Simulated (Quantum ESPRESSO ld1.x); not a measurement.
Results of a calculation; reference values are marked as such.
Valence configurations of Nb2+ (all share [Kr]). Code: ld1.x of Quantum ESPRESSO 7.5. Model: Dirac Kohn-Sham, BLYP, spin-unpolarised, spherical densities, point nucleus; open shells fill j = l - 1/2 first. Energies are relative to 4d3; eigenvalues in eV.

valence	E (eV)	e(4d3/2)	e(5p1/2)	e(5s1/2)
4d3	0.000	-19.092	-	-
4d2.5 5s0.5	1.160	-20.396	-	-17.751
4d2 5s1	2.654	-21.756	-	-18.419
4d2.5 5p0.5	3.500	-20.852	-13.363	-
4d1.5 5s1 5p0.5	6.997	-23.613	-14.378	-19.383
4d2 5p1	7.503	-22.654	-14.120	-
4d0.5 5s2 5p0.5	12.012	-26.545	-15.396	-20.724
4d1.5 5p1.5	12.042	-24.488	-14.857	-
4d1 5p2	17.140	-26.348	-15.578	-
5s1 5p2	23.451	-	-16.562	-22.161

NIST lists [Kr] 4d3 as the ground configuration; this level of theory agrees among the configurations tried. The energies are those of spherical spin-averaged densities, not of single terms.
